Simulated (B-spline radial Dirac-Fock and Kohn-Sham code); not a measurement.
## Photoionisation of osmium ions at Al Kα (taken as 1486.9 eV)

These are calculated numbers from a radial finite-basis atomic code; the model is a relativistic central-field model (Hartree-Slater potential of the initial state, Latter tail, multipole expansion of the photon field, Dirac-Fock thresholds). Cross sections in kb; a dash marks an empty subshell or a threshold above the photon energy.

```
 ion      configuration  total    4s  4p3/2  4d3/2  4f5/2  5d5/2
  Os  [Xe] 4f14 5d6 6s2  582.9  26.5   76.8    100   73.9   6.70
Os³⁺      [Xe] 4f14 5d5  582.7  26.5   76.7    100   74.0   6.76
Os⁴⁺      [Xe] 4f14 5d4  582.1  26.5   76.7    100   74.1   6.01
Os⁵⁺      [Xe] 4f14 5d3  581.3  26.5   76.7    100   74.2   4.95
Os⁶⁺      [Xe] 4f14 5d2  579.9  26.5   76.7    100   74.4   3.56
```
